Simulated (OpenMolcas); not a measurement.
Ti3+ among 6 point charges of -1 e arranged as a trigonal prism (D3h), 2.03 Å from the ion.

```yaml
Program: OpenMolcas
Method: "SS-CASPT2, IPEA 0.25 Eh, imaginary shift 0.1 Eh (closed shells correlated: 3s 3p)"
Basis: ANO-RCC-VDZP [5s4p2d1f]
Scalar_Hamiltonian: DKH2, point nucleus
Active_space: 1 electron in 5 orbitals (3d)
State_averaging: 2S+1 = 2 even, 5 roots
Spin-orbit_coupling: state interaction with AMFI integrals over the reference wave functions
```

(1) What is the spin-free ground state (labels of D3, the rotations of D3h)?

(2) Where is the first state of the same spin?

(3) What are the lowest two levels with spin-orbit coupling?

(4) What is χT at 300 K, and how does it compare with the textbook value?

Results:

(1) 2E, 2-fold in its orbital part, 100 % from free-ion D terms; it has the highest spin that d1 allows.

(2) 2A1 at 2130 cm-1 above the ground state.

(3) A 2-fold level E3/2 with g = 0.00, 0.00, 1.99, then a 2-fold level E1/2 300 cm-1 above it. Their leading multiplicities are 2 (100 %) and 2 (100 %).

(4) The lowest level has 2S+1 = 2, for which the spin-only value is χT = S(S+1) / 2 = 0.375 cm3 K/mol (g = 2). The computed 0.539 at 300 K differs by +0.164, through orbital momentum, spin-orbit coupling and any other state in reach.

Roots that are degenerate in the reference are averaged as groups; the widest CASPT2 spread within a group is 110 cm-1 (the 2-fold group of multiplicity 2 near 0 cm-1 above the lowest state of its run). Shifts and gaps below about the spread of the groups concerned are not significant. An orbital doublet at a regular site is open to a Jahn-Teller distortion, which this geometry leaves out. The ground term spreads over less than 5000 cm-1, several times less than with real ligands, so orbital moments are less quenched and χT lies further from the spin-only value than at real sites. Free-ion shares, where given, are those of the reference states; single-state CASPT2 does not remix them. This is an electrostatic model: the charges have no orbitals. No measured value stands beside these numbers.
